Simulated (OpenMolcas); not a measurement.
## V2+ in CsCaF3: curves along the breathing mode

V2+ with its 6 nearest fluoride ions, on the Ca site of CsCaF3 (a = 4.526 Å, distance in the model lattice 2.263 Å). The rest of the host is ab initio model potentials to 7.6 Å, with orthogonalisation functions on the cations behind the ligands, and point charges beyond; the distance is set by hand and nothing relaxes. Ligand basis ANO-RCC-VDZP.

| Item | Value |
| --- | --- |
| Program | OpenMolcas 26.06 |
| Method | SS-CASPT2, IPEA 0.25 Eh, imaginary shift 0.1 Eh (closed shells correlated: 3s 3p and the ligand valence shells) |
| Basis | ANO-RCC-VDZP [5s4p2d1f] |
| Scalar Hamiltonian | DKH2, point nucleus |
| Active space | 3 electrons in 5 orbitals (3d) |
| State averaging | 2S+1 = 4 even, 10 roots; 2S+1 = 2 even, 40 roots |
| Spin-orbit coupling | state interaction with AMFI integrals over the reference wave functions |

Spin-free energies (labels of O, the rotations of Oh) in cm-1 above the lowest fitted minimum, as all ligands move together:

```csv
R (Å),4A2,4T2,2E,2T1,4T1,2T2,2A1
2.015,2100,16340,16030,16900,22810,22160,26800
2.062,260,13000,14170,15050,19090,20000,23540
2.11,140,11410,14020,14920,17230,19560,22130
2.157,1590,11780,15430,16340,17130,20640,22470
2.205,4570,13700,18380,19290,18680,23330,24450
2.252,8940,17010,22720,23610,21740,27330,27950
2.299,14770,22150,28520,29380,26420,32860,33020
```

Cubic fits give the following; the wavenumber is harmonic, with the mass of all moving ligands, small differences in it between states hang on the degree of the fit, a number in brackets counts states of one label, and the table is a selection of at most 14 states with clean curves.

| State | R0 (Å) | Breathing mode (cm-1) | Minimum (cm-1) |
| --- | --- | --- | --- |
| 4A2 | 2.090 | 461 | 0 |
| 4T2 | 2.127 | 476 | 11360 |
| 2E | 2.091 | 460 | 13890 |
| 2T1 | 2.091 | 460 | 14780 |
| 4T1 | 2.137 | 473 | 16950 |
| 2T2 | 2.100 | 458 | 19510 |
| 2A1 | 2.125 | 475 | 22040 |
| 2T2(2) | 2.128 | 473 | 25920 |
| 4T1(2) | 2.148 | 493 | 26520 |
| 2T1(2) | 2.125 | 475 | 26310 |
| 2E(2) | 2.124 | 475 | 26930 |
| 2T1(3) | 2.131 | 473 | 30810 |
| 2T2(3) | 2.140 | 441 | 37010 |
| 2T1(4) | 2.156 | 487 | 37710 |

The minimum of 4T2 is shifted by +0.0365 Å against 4A2 (from the unrounded fits). With M = 114.0 u for the moving shell, the Huang-Rhys factor in this mode is S = M ω ΔR² / 2ħ = 0.01483 × 114.0 × 461 × 0.0365² = 1.04. Only the first shell moves, against a rigid host.

Roots that are degenerate in the reference are averaged as groups; the widest CASPT2 spread within a group is 190 cm-1 (the 3-fold group of multiplicity 4 near 8070 cm-1 above the lowest state of its run, R = 2.252). Shifts and gaps below about the spread of the groups concerned are not significant. Over all roots computed the reference weight is 0.73 to 0.74 in R = 2.015, 0.73 to 0.74 in R = 2.062, 0.73 to 0.74 in R = 2.11, 0.73 to 0.74 in R = 2.157, 0.73 to 0.74 in R = 2.205, 0.73 to 0.74 in R = 2.252, 0.73 to 0.74 in R = 2.299; a low but even weight reflects the number of correlated electrons. Ligand-to-metal charge-transfer states are missing. With no ligand orbital active B as a rule stays too high, so bands that hang on it stand too high and its fall with covalency is understated. With one d shell and no ligand orbital active, 10Dq can be off by tens of per cent for divalent 3d ions, low with halides held by bare charges and at times high in hosts. Free-ion shares, where given, are those of the reference states; single-state CASPT2 does not remix them. These CASPT2 states fit no ligand-field parameters well, so their order and spin gaps are uncertain (holds for R = 2.11; R = 2.157; R = 2.205; R = 2.252; R = 2.299). No measured value stands beside these numbers.
